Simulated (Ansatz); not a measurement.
`[OH][GaH][Cl]` + HCl → `[Cl][GaH][Cl]` + H₂O at 400 K and 1 bar (ligand exchange at a Ga–O bond).

Calculated with Ansatz (gas phase, PBE0-D4/def2-TZVP geometries, no zero-point term in ΔE). CCSD(T)/CBS is the MP2 limit (def2-TZVPP, def2-QZVPP) plus CCSD(T) − MP2 in def2-TZVPP, frozen cores. This one scheme is used for every species. For Ga outer-core shells are correlated without core-valence functions, which leaves a few kJ/mol of doubt a bond. Scalar relativity is left out up to krypton. Each species was taken in one conformer, which may not be the lowest.

```json
{"species": "`[OH][GaH][Cl]`", "CCSD(T)/CBS energy (Eh)": "-2460.17745", "H − E (kJ/mol)": "79.5", "S (J/(mol·K))": "321.1"}
{"species": "HCl", "CCSD(T)/CBS energy (Eh)": "-460.38127", "H − E (kJ/mol)": "29.6", "S (J/(mol·K))": "195.4"}
{"species": "`[Cl][GaH][Cl]`", "CCSD(T)/CBS energy (Eh)": "-2844.19972", "H − E (kJ/mol)": "45.5", "S (J/(mol·K))": "319.5"}
{"species": "H₂O", "CCSD(T)/CBS energy (Eh)": "-76.37941", "H − E (kJ/mol)": "69.8", "S (J/(mol·K))": "198.6"}
```

H − E and S are ideal-gas, rigid-rotor, harmonic terms from PBE0-D4/def2-TZVP, for one conformer and one mirror image of each species. 1 Eh = 2625.50 kJ/mol, R = 8.31446 J/(mol·K).

Question: By hand: ΔE, ΔH, ΔS and ΔG.

Answer: ΔE = (-2844.19972) + (-76.37941) − (-2460.17745) − (-460.38127) = -0.02041 Eh = -53.6 kJ/mol. Δ(H − E) = 45.5 + 69.8 − 79.5 − 29.6 = 6.2, so ΔH = -47.4 kJ/mol. ΔS = 319.5 + 198.6 − 321.1 − 195.4 = 1.6 J/(mol·K). ΔG = -47.4 − 400 × (1.6)/1000 = -48.0 kJ/mol.

Question: By hand: the equilibrium constant, and the temperature at which ΔG would vanish if ΔH and ΔS stayed fixed.

Answer: log₁₀ K = −ΔG/(RT ln 10) = 6.3. ΔH and −TΔS have one sign here, so there is no such temperature.

The number of gas molecules stays the same, so ΔS is small and ΔH decides. A doubt of 5 kJ/mol in ΔE shifts log₁₀ K by 0.7 here. Other conformers and mirror images would add mixing entropy, several J/(mol·K) or more a flexible species. These are equilibria of isolated gas molecules and say nothing of rates. Largest T1 diagnostic: 0.013 (customary marks: 0.02 for closed shells, 0.045 for open ones).

ΔS is within the doubt of such terms, so its sign, and with it that verdict, could turn.
